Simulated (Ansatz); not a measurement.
One change: `[OH][Hf]([OH])([OH])[OH]` becomes `[OH][Hf]([OH])([OH])[Br]`.

Ansatz, PBE0-D4/def2-TZVP geometries, multiplicity 1. Each molecule was computed in one conformer, which needn't be the lowest.

Elements past krypton have def2 core potentials. Scalar relativity is left out up to krypton.

```tsv
property	`[OH][Hf]([OH])([OH])[OH]`
HOMO energy (B3LYP/def2-TZVPP) / eV	-8.26
HOMO–LUMO gap (PBE0/def2-TZVPP) / eV	8.55
size of the dipole moment (B3LYP/def2-TZVPP) / D	0.00
size of the dipole moment (ωB97M-V/def2-TZVPP) / D	0.00
LUMO energy (PBE0/def2-TZVPP) / eV	0.02
LUMO energy (B3LYP/def2-TZVPP) / eV	-0.32
```

(1) Give the same properties after the change, and the shifts. (An estimate is asked.)

Answers

(1) Computed: 
| property | `[OH][Hf]([OH])([OH])[Br]` | shift |
| --- | --- | --- |
| HOMO energy (B3LYP/def2-TZVPP) / eV | -7.74 | 0.52 |
| HOMO–LUMO gap (PBE0/def2-TZVPP) / eV | 7.84 | -0.71 |
| size of the dipole moment (B3LYP/def2-TZVPP) / D | 3.83 | 3.83 |
| size of the dipole moment (ωB97M-V/def2-TZVPP) / D | 3.92 | 3.92 |
| LUMO energy (PBE0/def2-TZVPP) / eV | -0.18 | -0.20 |
| LUMO energy (B3LYP/def2-TZVPP) / eV | -0.51 | -0.19 |

With PBE0 the HOMO rises by 0.51 eV and the LUMO falls by 0.20 eV, so the gap narrows by about 0.71 eV. PBE moves the HOMO by 0.13 eV and ωB97M-V by 0.75 eV. The zero-point energy changes by -27.6 kJ/mol with -3 modes.

B3LYP here is the variant with VWN-RPA as its local correlation; programs differ in this.

Spin–orbit coupling is left out; it splits and shifts lone-pair levels of the heavy atoms by tenths of an eV.
